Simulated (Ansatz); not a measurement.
Consider the redistribution: `C[O][Al]([F])[F]` + `C[O][Al]([OH])[SiH3]` → `C[O][Al]([F])[O]C` + `[OH][Al]([F])[SiH3]`.

Program: Ansatz. Geometries: PBE0-D4/def2-TZVP. ΔE: electronic, gas phase. CBS: MP2 limit from def2 TZ/QZ plus the TZ coupled-cluster correction, frozen cores. DFT in def2-TZVPP. B3LYP here is the variant with VWN-RPA as its local correlation; programs differ in this. HSE06 is defined as in plane-wave codes. Each species was taken in one conformer, which may not be the lowest.

`C[O][Al]([F])[F]`:

```xyz
8

C    -0.828    0.171   -0.981
O    -0.385   -0.423    0.209
Al    0.927   -0.283    1.219
F     1.023   -1.222    2.552
F     2.142    0.776    0.925
H    -0.132    0.931   -1.354
H    -1.800    0.645   -0.817
H    -0.947   -0.594   -1.753
```

`C[O][Al]([OH])[SiH3]`:

```xyz
12

C    -1.055    1.910    0.257
O     0.067    1.412   -0.409
Al    0.824   -0.087   -0.560
O     2.215   -0.203   -1.515
Si    0.000   -2.102    0.538
H    -1.585    1.136    0.827
H    -0.760    2.700    0.956
H    -1.759    2.342   -0.461
H     2.601    0.539   -1.979
H     1.023   -2.673    1.459
H    -1.222   -1.819    1.343
H    -0.351   -3.155   -0.455
```

`C[O][Al]([F])[O]C`:

Cartesian coordinates in Å:
```
C -0.603 -0.272 1.982
O -0.377 -1.269 1.033
Al 0.086 -1.421 -0.564
F 0.179 -2.940 -1.170
O 0.464 -0.168 -1.599
C 0.545 1.225 -1.603
H -1.636 -0.323 2.341
H -0.431 0.737 1.587
H 0.060 -0.415 2.841
H -0.138 1.638 -2.353
H 1.561 1.540 -1.862
H 0.290 1.668 -0.633
```

`[OH][Al]([F])[SiH3]`:

```xyz
8

O    -1.935    1.016    0.279
Al   -0.375    0.864   -0.342
F     0.225    2.045   -1.329
Si    0.946   -1.097    0.227
H    -2.529    1.746    0.108
H     1.019   -1.261    1.704
H     0.318   -2.321   -0.341
H     2.331   -0.991   -0.306
```

```
             level  ΔE (kJ/mol)  difference from CCSD(T)/CBS
       LDA (SPW92)         -1.1                         -1.2
            PBE-D4         -0.2                         -0.3
         revPBE-D4          0.7                          0.6
           BLYP-D4         -0.9                         -1.0
         r2SCAN-D4          0.3                          0.2
            B97M-V         -0.4                         -0.5
           PBE0-D4         -0.9                         -1.0
          B3LYP-D4         -1.7                         -1.8
        r2SCANh-D4         -0.1                         -0.2
        r2SCAN0-D4         -0.6                         -0.7
          BHLYP-D4         -2.6                         -2.7
      CAM-B3LYP-D4         -2.5                         -2.6
           ωB97X-V         -1.5                         -1.6
           ωB97M-V         -1.1                         -1.2
            B2PLYP         -0.9                         -1.0
          PBE-QIDH         -0.2                         -0.3
               PBE         -0.4                         -0.5
            revPBE         -0.1                         -0.2
              BLYP         -1.6                         -1.7
            r2SCAN          0.2                          0.1
              PBE0         -1.1                         -1.2
             B3LYP         -2.3                         -2.4
           r2SCANh         -0.2                         -0.3
           r2SCAN0         -0.7                         -0.8
             HSE06         -1.1                         -1.2
         CAM-B3LYP         -2.9                         -3.0
           LC-ωPBE         -1.7                         -1.8
RPA@PBE/def2-TZVPP          0.7                          0.6
       HF/def2-SVP         -4.5                         -4.6
      MP2/def2-SVP          0.2                          0.1
     CCSD/def2-SVP         -0.9                         -1.0
  CCSD(T)/def2-SVP         -0.2                         -0.3
     HF/def2-TZVPP         -3.2                         -3.3
    MP2/def2-TZVPP          1.2                          1.1
SCS-MP2/def2-TZVPP          0.5                          0.4
   CCSD/def2-TZVPP         -0.1                         -0.2
     HF/def2-QZVPP         -3.0                         -3.1
    MP2/def2-QZVPP          1.0                          0.9
     MP2/CBS(def2)          0.7                          0.6
    CCSD/CBS(def2)         -0.6                         -0.7
       CCSD(T)/CBS          0.1                            0
```

Largest T1 diagnostic among the species: 0.013.

Leaving LDA and LC-ωPBE aside and taking each functional with its dispersion term where it has one, the values spread over 3.3 kJ/mol, from BHLYP-D4 to revPBE-D4. In def2-TZVPP, CCSD(T) changes the Hartree–Fock value by +3.9 kJ/mol (the triples alone add +0.8 kJ/mol) and MP2 by +4.4 kJ/mol.
